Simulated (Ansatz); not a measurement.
Born–Oppenheimer molecular dynamics of CH6BBrOSi (11 atoms, charge 0, multiplicity 1). It starts at the highest image of a converged band. Of that band: The profile has 3 maxima (images 1, 4, 7) with wells between them (images 2, 5): this band takes more than one step, which may be the mechanism or a detour left from its start path. Neighbouring images differ by up to 5.3 eV, so the band resolves the path poorly. A vibrational analysis at the climbing image gives one clearly imaginary mode, 694i cm⁻¹: a first-order saddle point.

Level of theory: RKS B3LYP/def2-SVP (Ansatz 0.2.0).

```
ensemble                      : NVE (velocity Verlet)
time step                     : 0.5 fs
steps asked                   : 200
starting velocities drawn for : 300 K
seed                          : 10009
```

First frame:

```xyz
11
Properties=species:S:1:pos:R:3
B -0.233 2.109 1.272
O -0.521 1.055 0.491
Si 0.496 0.166 -0.605
C 0.403 -1.632 -0.135
Br -0.276 0.550 -2.659
H -1.056 2.629 1.983
H -1.784 0.317 0.281
H 1.846 0.750 -0.498
H 0.714 -1.755 0.915
H 1.090 -2.211 -0.773
H -0.614 -2.034 -0.251
```

Q: How far do the bonds stretch over the last three quarters of this one trajectory? (Pairs bonded in most of those frames.)

A: 
| bond | mean (Å) | spread (Å) | shortest | longest |
| --- | --- | --- | --- | --- |
| B1–O2 | 1.632 | 0.118 | 1.42 | 1.77 |
| B1–H6 | 1.237 | 0.016 | 1.22 | 1.27 |
| O2–Si3 | 1.775 | 0.037 | 1.72 | 1.87 |
| O2–H7 | 1.016 | 0.079 | 0.88 | 1.15 |
| Si3–C4 | 1.866 | 0.017 | 1.83 | 1.89 |
| Si3–Br5 | 2.282 | 0.068 | 2.21 | 2.47 |
| Si3–H8 | 1.471 | 0.010 | 1.45 | 1.50 |
| C4–H9 | 1.102 | 0.006 | 1.09 | 1.11 |
| C4–H10 | 1.104 | 0.028 | 1.06 | 1.15 |
| C4–H11 | 1.104 | 0.013 | 1.08 | 1.13 |

Mean temperature of the second half: 702 K. The conserved energy stayed within 0.49 meV per atom of its start (net change -0.29 meV per atom), so the integration is sound. The kinetic energy rose, since the run started high on the potential surface and went downhill. A run of 0.1 ps of so small a system gives no equilibrium averages. The orbitals stay closed-shell, which can raise the energy where a bond breaks towards radicals; this wasn't checked here.

Run time: 7.5 min on 2 threads of Intel(R) Xeon(R) 6975P-C (Granite Rapids), with other jobs on the host, peak memory 0.34 GiB.
